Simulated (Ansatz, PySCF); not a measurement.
Dimer: GeH4 (SMILES [GeH4]) (first 5 atoms) with GeH4 (SMILES [GeH4]); geometry from B3LYP-D3(BJ)/def2-TZVP, rigid monomers moved along the line of their centres of mass till Ge1···Ge6 is 3.69 Å.
(charge 0, multiplicity 1):
```xyz
10

Ge     0.1062     0.0277     0.0037
H     -0.2452     1.4544     0.4496
H     -1.0035    -0.9338     0.4526
H      1.4344    -0.3935     0.6489
H      0.2396    -0.0169    -1.5257
Ge    -0.0850    -0.0222     3.6870
H      0.3242    -1.4256     3.2175
H     -1.4268     0.3576     3.0442
H      0.9871     0.9904     3.2593
H     -0.2250    -0.0101     5.2165
```

Monomers are frozen at their geometry in the pair; levels with a basis set take the counterpoise correction. Rows marked so take none.

Correlated levels freeze the cores. Filled d and f shells under p-block atoms count as core. Rows in 6-31G*, LANL2DZ carry no dispersion term and start afresh at each structure (6-31G* with six Cartesian d functions); the Pople sets are all-electron and without relativity. LANL2DZ brings its own core potentials from Na on.

The values were computed with Ansatz (Gaussian orbitals); PySCF for 6-31G* rows, LANL2DZ rows, the dispersion terms. Values without a source in brackets are computed.

**Question.** One of these levels gives 11.5 kJ/mol for the interaction energy. Which?
A. B3LYP/LANL2DZ (no counterpoise)
B. B3LYP-D3(BJ)/def2-TZVPPD
C. B3LYP/6-31G* (no counterpoise)
D. MP2/aug-cc-pVDZ

**Answer.** A, B3LYP/LANL2DZ (no counterpoise). The others give 9.4 (B3LYP/6-31G* (no counterpoise)), -1.2 (B3LYP-D3(BJ)/def2-TZVPPD), 3.1 (MP2/aug-cc-pVDZ)

Ansatz is an electronic-structure program.
